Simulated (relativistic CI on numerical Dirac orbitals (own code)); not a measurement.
**Kr XXIII: sensitivity of the levels to the model**

Base calculation: Dirac-Coulomb-Breit CI, KLI orbitals optimised for each configuration, a model potential for QED, unscaled Slater integrals.

Configurations in the expansion (outside the closed core [Ne]): 3s2 3p2, 3s 3p3, 3s2 3p 3d, 3p4, 3s 3p2 3d, 3p3 3d, 3s 3p 3d2, 3s2 3d 4p, 3p3 4s, 3s2 3p 4s, 3s 3p 3d 4s, 3p3 4p, 3s2 3p 4p, 3s2 3d2, 3s 3d3, 3p2 3d2, 3p 3d3, 3p 3d2 4s, 3p 3d2 4p, 3s2 3d 4s, 3s 3d2 4s. Double excitations out of closed p, d and f shells are left out; levels of such configurations are missing from the list, as are those of other unlisted configurations, and high levels can miss mixing partners.

The lowest level and the first level of each name with at least 55 % of one term (blank where a level has no safe partner in the second run):

| Level | Base (cm⁻¹) | Shift (cm⁻¹) |
| --- | --- | --- |
| 3s2 3p2 3P_0 | 0 | 0 |
| 3s2 3p2 3P_1 | 67583 | +1676 |
| 3s2 3p2 3P_2 | 94813 | +2157 |
| 3s2 3p2 1D_2 | 186336 | +3595 |
| 3s2 3p2 1S_0 | 257426 | +3233 |
| 3s 3p3 5S°_2 | 463263 | +882 |
| 3s 3p3 3D°_1 | 574283 | +731 |
| 3s 3p3 3D°_2 | 582608 | +1360 |
| 3s 3p3 3D°_3 | 609272 | +2488 |
| 3s 3p3 3P°_0 | 672921 | +1607 |
| 3s 3p3 3P°_1 | 681842 | +2137 |
| 3s2 3p 3d 3F°_2 | 790470 | +3724 |
| 3s 3p3 3S°_1 | 794220 | +1214 |
| 3s2 3p 3d 3F°_3 | 818002 | +4764 |

At this charge energies of transitions that change n are usually good to better than 1 %, and those within a shell (Δn = 0) to a few per cent.

Q: One thing was changed in a second run, which moved the levels as shown. Which?
A. configuration mixing switched off
B. Breit term removed
C. one mean potential for all configurations
D. QED terms removed

A: B. Breit term removed. The Breit term mainly narrows fine-structure intervals, so removing it widens them.

LS names give the leading component of a level, which can be under half, so a name can repeat, a term be missing and a line seem to break the LS rules.
